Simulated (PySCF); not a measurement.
**From computed data to an observable: dipole moment from atomic charges**

B(Cl)(F)(NHMe) (CH₄BClFN), SMILES CNB(F)Cl. Atoms are numbered in the order given.

```xyz
9

B      0.2243    -0.1056     0.0000
Cl    -0.3617    -1.7829     0.0000
F      1.5412     0.1042     0.0000
N     -0.6721     0.9611     0.0000
C     -0.3109     2.3643     0.0000
H     -1.6660     0.7594     0.0000
H     -0.6958     2.8859     0.8929
H     -0.6958     2.8859    -0.8929
H      0.7835     2.4548     0.0000
```
Charge 0, spin multiplicity 1.

The structure is a stationary point at r2SCAN-D4/def2-SVP. This is a generated structure with no PubChem entry under its InChIKey; it may be hypothetical. One conformer was computed; it need not be the lowest.

Charges (e) from r2SCAN/def2-TZVP run with PySCF:

```tsv
atom	ESP fit	IAO
B1	0.214	0.464
Cl2	-0.159	-0.134
F3	-0.155	-0.329
N4	-0.278	-0.438
C5	-0.076	-0.305
H6	0.245	0.287
H7	0.058	0.146
H8	0.058	0.146
H9	0.091	0.163
```

The dipole moment of the full density is 2.95 D.

Question: What dipole moment does each set of point charges give, and which comes closer to that of the density?

Answer: 
μ = Σ q r, and 1 e Å = 4.8032 D.
ESP fit: Σ q r = (-0.340, 0.542, 0.000) e Å, |μ| = 3.07 D.
IAO: Σ q r = (-0.519, 0.474, 0.000) e Å, |μ| = 3.38 D.
ESP fit comes closer in size. Point charges leave out the atoms' own dipoles (lone pairs, polarised bonds); fits to the potential absorb them, partitions of the density don't.
